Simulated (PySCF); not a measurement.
C₅H₅F, SMILES C(#CC)C(F)=C. Coordinates come from a PBE-D3(BJ)/def2-SVP optimisation.

Problem. Give the equilibrium geometry at PBE-D3(BJ)/def2-SVP (PySCF confirms it by a frequency run) as Cartesian coordinates in Å, and its point group. (An estimate is asked for; the answer gives what the named calculation found.)

Solution. point group Cs.
```xyz
11

C      1.1200    -1.9562     0.0000
C      0.0374    -1.1503     0.0000
F     -1.2046    -1.6956     0.0000
C      0.0447     0.2749     0.0000
C      0.0372     1.5024     0.0000
C      0.0323     2.9554     0.0000
H      2.1277    -1.5228     0.0000
H      0.9950    -3.0480     0.0000
H      0.5471     3.3619    -0.8961
H      0.5471     3.3619     0.8961
H     -1.0050     3.3503     0.0000
```
Charge 0, spin multiplicity 1.
